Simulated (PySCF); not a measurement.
Species: sum formula H₄BN₂O, charge 0, multiplicity 2. It need not be the lowest isomer of its formula. 
Geometry from a B3LYP-D3(BJ)/def2-TZVP (Ansatz) optimisation:
SMILES: NB(N)[O]
```xyz
8

N     -1.2156    -0.4172    -0.5487
B     -0.0025     0.0541     0.0395
N      1.2616    -0.5746    -0.1760
O     -0.0536     1.1567     0.8452
H     -2.0733     0.0930    -0.4217
H     -1.3578    -1.3981    -0.7229
H      2.0805    -0.2480     0.3085
H      1.4703    -1.0280    -1.0499
```
Charge 0, spin multiplicity 2.

Dispersion corrections to the total energy (kcal/mol) from the dftd3 and dftd4 libraries through PySCF: D3(BJ) without and D4 with the three-body term, each with the damping fitted for the functional named.

| functional | D3(BJ) | D4 |
|---|---|---|
| HSE06 | -1.57 | (withheld) |
| r2SCAN | -0.71 | -0.60 |
| PW6B95 | -1.17 | -2.21 |
| TPSS | -3.28 | (withheld) |
| revPBE | -7.05 | -9.07 |
| HF | (withheld) | -10.03 |
| PBE | -2.66 | -2.49 |

Problem. Complete the blanks.

Solution. 
- HSE06, D4: -1.88
- TPSS, D4: -3.38
- HF, D3(BJ): -23.23
